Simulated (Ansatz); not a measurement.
Reaction (redistribution): `[SiH3][O][Zn][Cl]` + `BC[SiH](O)F` → `[OH][Zn][O][SiH3]` + `BC[SiH](F)Cl`

Gas-phase electronic energies from Ansatz, PBE0-D4/def2-TZVP geometries. CBS: MP2 limit from def2 TZ/QZ plus the TZ coupled-cluster correction, frozen cores. Functionals use def2-TZVPP. HSE06 is defined as in plane-wave codes. For Zn outer-core shells are correlated without core-valence functions, which leaves a few kJ/mol of doubt a bond. Scalar relativity is left out up to krypton. One conformer a species, not always the lowest.

**Question.** Is it downhill or uphill in electronic energy at CCSD(T)/CBS, and by how much? (Best estimate.)

**Answer.** The calculation gave: Uphill: ΔE = +101.9 kJ/mol.

**Question.** What do these levels give: PBE-D4, BLYP-D4, B97M-V, PBE0-D4, r2SCAN0-D4, revPBE, r2SCAN, HSE06, MP2/def2-SVP, CCSD/def2-TZVPP, SCS-MP2/def2-QZVPP, MP2/CBS(def2)? (Best estimate.)

**Answer.** Ansatz gave: PBE-D4 88.6, BLYP-D4 90.4, B97M-V 98.8, PBE0-D4 99.8, r2SCAN0-D4 106.9, revPBE 88.9, r2SCAN 98.8, HSE06 100.9, MP2/def2-SVP 99.8, CCSD/def2-TZVPP 103.8, SCS-MP2/def2-QZVPP 98.3, MP2/CBS(def2) 96.3 kJ/mol.

**Question.** What do rigid-rotor, harmonic-oscillator terms from PBE0-D4/def2-TZVP frequencies (298.15 K, 1 bar) make of the CCSD(T)/CBS value? (Estimate.)

**Answer.** The calculation gave: ΔZPE = -2.6 kJ/mol, ΔH = +100.3 kJ/mol, ΔS = 13 J/(mol·K), ΔG = +96.3 kJ/mol. Modes under 50 cm⁻¹ make the entropy rough.

Largest T1 diagnostic among the species: 0.016.

In def2-TZVPP, CCSD(T) changes the Hartree–Fock value by −29.7 kJ/mol (the triples alone add −4.0 kJ/mol) and MP2 by −35.3 kJ/mol. From BLYP to BHLYP (50 % exact exchange), in def2-TZVPP and without D4, ΔE moves by +21.3 kJ/mol.
